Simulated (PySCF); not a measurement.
NMR data simulated for an unnamed compound:

$^{1}$H NMR (400 MHz, computed): δ 6.73 (s, 1H), 5.27 (s, 2H), 4.50 (m, 2H), 3.79 (s, 3H), 2.45 (br s, 1H), 1.97 (m, 2H).

$^{13}$C{$^{1}$H} NMR (computed): δ 168.1 (CH), 112.0 (C), 84.6 (CH2), 60.1 (CH3), 33.8 (CH2).

[PySCF 2.14: σ from GIAO-PBE0/pcSseg-1; coordinates at the GFN2-xTB level; a single conformation; relativity neglected; no solvent; fast rotation and ring inversion assumed for equivalent nuclei]

Referencing at the same level of theory: $^{1}$H (31.72 ppm) and $^{13}$C (186.93 ppm) against TMS.

Task: Which of these does the molecule contain: a non-aromatic C=C double bond, a vinyl group CH=CH2, a three-membered ring, a tert-butyl group, a methoxy group, a Si–H bond?

Result: 
- A non-aromatic C=C double bond: yes.
- A vinyl group CH=CH2: no.
- A three-membered ring: no.
- A tert-butyl group: no.
- A methoxy group: yes (δC 60.1; δH 3.79 (s)).
- A Si–H bond: yes (δH 5.27 (s)).

The data belong to SMILES C(=C\OC)(/CCF)[SiH2]O, C$_{5}$H$_{11}$FO$_{2}$Si; they needn't prove each group on their own.

Carbon signals by region: 1 in the far downfield region (above 160 ppm), 1 in the sp2 and nitrile region (100–160 ppm), 2 at 50–100 ppm, 1 below 50 ppm. Above 160 ppm: 168.1, alkene carbon bearing oxygen.

OH and NH positions are those of a molecule without intermolecular hydrogen bonds; in solution they move with solvent, concentration and temperature, and exchange usually removes their couplings. Splittings by $^{19}$F in the carbon and heteronuclear signals aren't shown, as no couplings were computed. Shifts are as computed. Against solution values, carbons near 30 ppm lie about +3 ppm off and those near 130 ppm about +5 ppm. Of 1211 compounds with measured shifts, 218 miss one by over three times the rms of a fit or turn the order of signals round; such compounds aren't used in these exercises. Multiplicities follow the n + 1 count of equivalent neighbours, as no J values were calculated; m marks all less simple cases, F and P coupling included.
